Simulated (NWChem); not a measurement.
System: C2H9N2 cation; SMILES NCC[NH3+]

Excerpt of the output:

```
             Northwest Computational Chemistry Package (NWChem) 7.3.0
             --------------------------------------------------------

                             Geometry "geometry" -> ""
                             -------------------------

 Output coordinates in angstroms (scale by  1.889725989 to convert to a.u.)

  No.       Tag          Charge          X              Y              Z
 ---- ---------------- ---------- -------------- -------------- --------------
    1 N                    7.0000    -0.21881500    -1.90039100    -0.02214200
    2 C                    6.0000     0.49130800    -0.65514200    -0.05658300
    3 C                    6.0000    -0.53529600     0.46855400     0.04812800
    4 N                    7.0000     0.11196500     1.82495800     0.01661500
    5 H                    1.0000    -0.48165300    -2.23464400    -0.94514000
    6 H                    1.0000     0.30124800    -2.63652100     0.44427400
    7 H                    1.0000     1.17060700    -0.59802100     0.81097100
    8 H                    1.0000     1.12363200    -0.49610100    -0.95729300
    9 H                    1.0000    -1.24929700     0.43863600    -0.78730500
   10 H                    1.0000    -1.09890700     0.39072000     0.98747400
   11 H                    1.0000    -0.57884600     2.58431800     0.07045700
   12 H                    1.0000     0.76462200     1.95154000     0.80194200
   13 H                    1.0000     0.65465800     1.96588600    -0.84626200

 Effective nuclear repulsion energy (a.u.)     140.1741755669

  xc_inp: hfexch multiplicative factor not found.

                                 NWChem DFT Module
                                 -----------------

 Summary of "ao basis" -> "ao basis" (spherical)
 ------------------------------------------------------------------------------
       Tag                 Description            Shells   Functions and Types
 ---------------- ------------------------------  ------  ---------------------
 N                           6-31g*                  6       14   3s2p1d
 C                           6-31g*                  6       14   3s2p1d
 H                           6-31g*                  2        2   2s

            General Information
            -------------------
          SCF calculation type: DFT
          Wavefunction type:  closed shell.
          No. of atoms     :    13
          No. of electrons :    34
           Alpha electrons :    17
            Beta electrons :    17
          Charge           :     1
          Spin multiplicity:     1
          Use of symmetry is: off; symmetry adaption is: off
          Maximum number of iterations: 150
          AO basis - number of functions:    74
                     number of shells:    42
          Convergence on energy requested:  1.00D-06
          Convergence on density requested:  1.00D-05
          Convergence on gradient requested:  5.00D-04

              XC Information
              --------------
                     Hartree-Fock (Exact) Exchange  1.000

      Superposition of Atomic Density Guess
      -------------------------------------

 Sum of atomic energies:        -188.39207764

 Renormalizing density from      35.00 to     34

      Non-variational initial energy
      ------------------------------

 Total energy =    -187.252552
 1-e energy   =    -515.157248
 2-e energy   =     187.730521
 HOMO         =      -0.606364
 LUMO         =      -0.165039

     ---------------------------------------------
      Total Density - Mulliken Population Analysis
     ---------------------------------------------

    Atom       Charge   Shell Charges
 -----------   ------   -------------------------------------------------------
    1 N    7     8.16   2.00  0.87  2.85  0.82  1.59  0.03
    2 C    6     6.47   2.00  0.75  2.12  0.61  0.93  0.06
    3 C    6     6.44   2.00  0.76  2.07  0.62  0.94  0.05
    4 N    7     7.88   2.00  0.83  2.67  0.79  1.56  0.03
    5 H    1     0.49   0.39  0.10
    6 H    1     0.48   0.39  0.10
    7 H    1     0.67   0.45  0.22
    8 H    1     0.68   0.45  0.23
    9 H    1     0.66   0.45  0.21
   10 H    1     0.66   0.45  0.21
   11 H    1     0.45   0.37  0.08
   12 H    1     0.47   0.38  0.09
   13 H    1     0.47   0.38  0.09

   convergence    iter        energy       DeltaE   RMS-Dens  Diis-err
 ---------------- ----- ----------------- --------- --------- ---------
 d= 0,ls=0.0,diis     1   -189.4810408340 -3.30D+02  1.34D-02  1.21D+00
 d= 0,ls=0.0,diis     2   -189.6012285629 -1.20D-01  4.57D-03  2.66D-01
 d= 0,ls=0.0,diis     3   -189.6312347150 -3.00D-02  8.23D-04  5.59D-03
 d= 0,ls=0.0,diis     4   -189.6321774282 -9.43D-04  1.93D-04  3.00D-04
 d= 0,ls=0.0,diis     5   -189.6322228565 -4.54D-05  7.97D-05  2.51D-05
  Resetting Diis
 d= 0,ls=0.0,diis     6   -189.6322282331 -5.38D-06  2.30D-05  1.18D-06
 d= 0,ls=0.0,diis     7   -189.6322285732 -3.40D-07  5.22D-06  9.64D-08

         Total DFT energy =     -189.632228573176
      One electron energy =     -526.281123569059
           Coulomb energy =      223.040932665064
    Exchange-Corr. energy =      -26.566213236110
 Nuclear repulsion energy =      140.174175566929

 Numeric. integr. density =        0.000000000000

                       DFT Final Molecular Orbital Analysis
                       ------------------------------------

 Vector   15  Occ=2.000000D+00  E=-7.214397D-01
              MO Center= -1.2D-01, -3.0D-01,  6.0D-02, r^2= 2.4D+00
   Bfn.  Coefficient  Atom+Function         Bfn.  Coefficient  Atom+Function
  ----- ------------  ---------------      ----- ------------  ---------------
    31      0.288193   3 C  px               18      0.284943   2 C  py
    32     -0.185989   3 C  py               17     -0.180596   2 C  px
    33     -0.168824   3 C  pz               35      0.166049   3 C  px
    67     -0.162420  10 H  s                 4     -0.149070   1 N  py
     5      0.134882   1 N  pz                3     -0.121854   1 N  px

 Vector   16  Occ=2.000000D+00  E=-6.711600D-01
              MO Center=  2.9D-01, -6.7D-01,  4.8D-02, r^2= 2.5D+00
   Bfn.  Coefficient  Atom+Function         Bfn.  Coefficient  Atom+Function
  ----- ------------  ---------------      ----- ------------  ---------------
    19      0.320344   2 C  pz               61      0.238511   7 H  s
    23      0.217559   2 C  pz               62      0.203767   7 H  s
    33     -0.181420   3 C  pz                5     -0.155939   1 N  pz
     3     -0.146043   1 N  px               63     -0.140702   8 H  s
    65      0.137261   9 H  s                17      0.132720   2 C  px

 Vector   17  Occ=2.000000D+00  E=-5.449014D-01
              MO Center= -2.0D-01, -1.6D+00, -2.0D-02, r^2= 1.5D+00
   Bfn.  Coefficient  Atom+Function         Bfn.  Coefficient  Atom+Function
  ----- ------------  ---------------      ----- ------------  ---------------
     3      0.445997   1 N  px                7      0.395693   1 N  px
     5     -0.285202   1 N  pz                9     -0.259895   1 N  pz
    34      0.213206   3 C  s                 6     -0.209806   1 N  s
    64     -0.164599   8 H  s                63     -0.133200   8 H  s
    17     -0.129894   2 C  px               35      0.114405   3 C  px

 Vector   18  Occ=0.000000D+00  E=-2.909380D-02
              MO Center=  2.7D-01,  2.0D+00,  2.1D-03, r^2= 3.7D+00
   Bfn.  Coefficient  Atom+Function         Bfn.  Coefficient  Atom+Function
  ----- ------------  ---------------      ----- ------------  ---------------
    48      1.637807   4 N  s                72     -0.830344  12 H  s
    74     -0.832623  13 H  s                70     -0.816892  11 H  s
    34      0.456687   3 C  s                50      0.313756   4 N  py
    20      0.267053   2 C  s                66     -0.249378   9 H  s
    68     -0.229201  10 H  s                36     -0.196971   3 C  py

 Vector   19  Occ=0.000000D+00  E= 4.552908D-02
              MO Center= -1.1D-02,  1.8D+00, -3.5D-01, r^2= 4.8D+00
   Bfn.  Coefficient  Atom+Function         Bfn.  Coefficient  Atom+Function
  ----- ------------  ---------------      ----- ------------  ---------------
    70      1.373552  11 H  s                74     -1.111920  13 H  s
    49      0.806794   4 N  px               20      0.730367   2 C  s
    64     -0.544843   8 H  s                 6      0.425223   1 N  s
    51     -0.393001   4 N  pz               62     -0.365262   7 H  s
    50     -0.356822   4 N  py               21      0.306893   2 C  px

 Vector   20  Occ=0.000000D+00  E= 4.627853D-02
              MO Center=  6.2D-01,  1.7D+00,  3.5D-01, r^2= 3.7D+00
   Bfn.  Coefficient  Atom+Function         Bfn.  Coefficient  Atom+Function
  ----- ------------  ---------------      ----- ------------  ---------------
    72      1.481177  12 H  s                74     -0.941787  13 H  s
    51     -0.850048   4 N  pz               70     -0.533090  11 H  s
    62      0.486792   7 H  s                49     -0.379968   4 N  px
    66     -0.361704   9 H  s                23     -0.325892   2 C  pz
    68      0.299594  10 H  s                47     -0.291854   4 N  pz

     ---------------------------------------------
      Total Density - Mulliken Population Analysis
     ---------------------------------------------

    Atom       Charge   Shell Charges
 -----------   ------   -------------------------------------------------------
    1 N    7     7.87   2.00  0.75  2.47  0.92  1.69  0.04
    2 C    6     6.14   2.00  0.65  2.01  0.59  0.83  0.07
    3 C    6     6.20   2.00  0.66  1.99  0.64  0.85  0.06
    4 N    7     7.90   2.00  0.77  2.52  0.91  1.66  0.05
    5 H    1     0.62   0.49  0.13
    6 H    1     0.61   0.49  0.12
    7 H    1     0.80   0.52  0.28
    8 H    1     0.82   0.53  0.30
    9 H    1     0.74   0.52  0.23
   10 H    1     0.73   0.51  0.21
   11 H    1     0.52   0.47  0.05
   12 H    1     0.53   0.47  0.06
   13 H    1     0.53   0.47  0.06

     -------------------------------------------
      Total Density - Lowdin Population Analysis
     -------------------------------------------

    Atom       Charge   Shell Charges
 -----------   ------   -------------------------------------------------------
    1 N    7     7.50   1.99  0.69  2.34  0.57  1.85  0.06
    2 C    6     6.16   1.99  0.52  1.84  0.41  1.27  0.14
    3 C    6     6.15   1.99  0.55  1.83  0.42  1.25  0.12
    4 N    7     7.26   1.99  0.69  2.35  0.52  1.64  0.07
    5 H    1     0.74   0.47  0.27
    6 H    1     0.73   0.47  0.26
    7 H    1     0.86   0.51  0.36
    8 H    1     0.89   0.51  0.38
    9 H    1     0.83   0.50  0.34
   10 H    1     0.83   0.49  0.33
   11 H    1     0.68   0.45  0.23
   12 H    1     0.68   0.45  0.23
   13 H    1     0.68   0.45  0.23

     Multipole analysis of the density
     ---------------------------------

     L   x y z        total         alpha         beta         nuclear
     -   - - -        -----         -----         ----         -------
     0   0 0 0      1.000000    -17.000000    -17.000000     35.000000

     1   1 0 0      0.527674      0.647276      0.647276     -0.766877
     1   0 1 0      2.393843      1.463133      1.463133     -0.532423
     1   0 0 1     -0.237036      0.363646      0.363646     -0.964329

     2   2 0 0    -17.283799    -27.680495    -27.680495     38.077191
     2   1 1 0     -0.989980     -0.915487     -0.915487      0.840994
     2   1 0 1      1.076289      0.350424      0.350424      0.375442
     2   0 2 0     -2.806762   -143.767124   -143.767124    284.727487
     2   0 1 1      1.164402     -2.844431     -2.844431      6.853265
     2   0 0 2    -15.956913    -18.088878    -18.088878     20.220842

                     NWChem Electrostatic Potential Fit Module
                     -----------------------------------------

 Atom parameters

 Number of atoms is                                   13
 Number of basis functions is                         74

 Grid parameters

 Maximum number of grid points is                  44250
 Number of grid points is                          44249
 Grid range                                     0.300000 nm
 Grid spacing                                   0.020000 nm
 Probe radius                                   0.070000 nm
 Atom radius factor                             1.000000

 Atomic radii

    1    0.100000
    6    0.147000
    7    0.140000
 FASTESP  F
  using M.O. file = ./job.movecs

    Atom              Coordinates                           Charge

                                                  ESP

    1 N    -0.021882   -0.190039   -0.002214   -1.038794
    2 C     0.049131   -0.065514   -0.005658    0.491124
    3 C    -0.053530    0.046855    0.004813    0.165241
    4 N     0.011197    0.182496    0.001662   -0.469153
    5 H    -0.048165   -0.223464   -0.094514    0.392978
    6 H     0.030125   -0.263652    0.044427    0.408553
    7 H     0.117061   -0.059802    0.081097   -0.020213
    8 H     0.112363   -0.049610   -0.095729   -0.074471
    9 H    -0.124930    0.043864   -0.078731    0.065207
   10 H    -0.109891    0.039072    0.098747    0.055464
   11 H    -0.057885    0.258432    0.007046    0.361869
   12 H     0.076462    0.195154    0.080194    0.330579
   13 H     0.065466    0.196589   -0.084626    0.331617
                                            ------------
                                                1.000000

 Dipole moment                                  2.887142

 Quadrupole moment Qxx                        -17.262184
                   Qyy                         32.806447
                   Qzz                        -15.544264

 RMS deviation kJ/mol                           0.051781

 RRMS %                                         2.738209
```

Level: Hartree-Fock/6-31G* (spherical d). Structure relaxed at the PBE0/def2-SVP level.

Q: Reconstruct the input file.

A: This is not unique; one that fits is the input that was run:
```
start job
memory heap 200 mb stack 900 mb global 1100 mb
charge 1
geometry units angstroms noautosym nocenter noautoz
  N     -0.218815    -1.900391    -0.022142
  C      0.491308    -0.655142    -0.056583
  C     -0.535296     0.468554     0.048128
  N      0.111965     1.824958     0.016615
  H     -0.481653    -2.234644    -0.945140
  H      0.301248    -2.636521     0.444274
  H      1.170607    -0.598021     0.810971
  H      1.123632    -0.496101    -0.957293
  H     -1.249297     0.438636    -0.787305
  H     -1.098907     0.390720     0.987474
  H     -0.578846     2.584318     0.070457
  H      0.764622     1.951540     0.801942
  H      0.654658     1.965886    -0.846262
end
basis spherical
  * library 6-31g*
end
dft
  xc hfexch
  iterations 150
  mulliken
end
task dft energy
esp
  recalculate
  probe 0.07
  range 0.3
  factor 1.0
  spacing 0.02
end
task esp
```
